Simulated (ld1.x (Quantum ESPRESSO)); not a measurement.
## Cutoff test, boron, PAW

```json
{"Element": "boron", "Generator": "ld1.x (Quantum ESPRESSO) 7.5", "Type": "PAW", "Functional": "PBE", "Relativity": "scalar-relativistic", "Frozen core": "[He]", "Valence charge": "3", "Reference configuration": "2s2 2p1", "Partial waves": "2s (bound): rcut 1.20, rcutus 1.55 bohr; 2s channel at 1.55 Ry: rcut 1.20, rcutus 1.55 bohr; 2p (bound): rcut 1.50, rcutus 1.85 bohr; 2p channel at 0.1 Ry: rcut 1.50, rcutus 1.85 bohr; 3d channel at 0.05 Ry: rcut 1.85, rcutus 2.00 bohr; 3d channel at 1.15 Ry: rcut 1.85, rcutus 2.00 bohr", "Local potential": "all-electron potential smoothed inside 1.70 bohr (lloc = -1)", "Core correction": "Bessel-smoothed model core, default radius (core density twice the valence density)", "Augmentation charge": "PSQ, inside the norm-conserving radii"}
```

The pseudo-atom Hamiltonian at the reference potential is diagonalised in spherical Bessel functions j_l(qr) that vanish at 20 bohr, with q² up to the cutoff. All-electron valence levels (Ry): 2s -0.6940, 2p -0.2651.

**Question.** How do the lowest levels (Ry) of each channel move with the cutoff, and are there ghosts?

**Answer.**

| cutoff (Ry) | s #1 | s #2 | p #1 | d #1 | d #2 | f #1 | f #2 | Σ f·Δε (mRy) |
| --- | --- | --- | --- | --- | --- | --- | --- | --- |
| 8 | -0.6935 | -0.0122 | -0.2150 | 0.0662 | 0.1604 | 0.1130 | 0.2441 | 51.3 |
| 10 | -0.6937 | -0.0122 | -0.2379 | 0.0662 | 0.1603 | 0.1130 | 0.2441 | 28.0 |
| 15 | -0.6940 | -0.0123 | -0.2619 | 0.0662 | 0.1603 | 0.1130 | 0.2441 | 3.4 |
| 18 | -0.6940 | -0.0123 | -0.2641 | 0.0662 | 0.1603 | 0.1130 | 0.2441 | 1.2 |
| 25 | -0.6940 | -0.0123 | -0.2651 | 0.0662 | 0.1603 | 0.1130 | 0.2441 | 0.2 |
| 30 | -0.6940 | -0.0123 | -0.2651 | 0.0662 | 0.1603 | 0.1130 | 0.2441 | 0.1 |
| 400 | -0.6941 | -0.0123 | -0.2651 | 0.0662 | 0.1603 | 0.1130 | 0.2441 | 0.0 |

Result: no extra level below or beside the all-electron valence levels (s, p, d, f tested); 10 mRy is reached at 15 Ry and 1 mRy at 21 Ry.

Test run stopped at test 6 of 7 (negative rho).
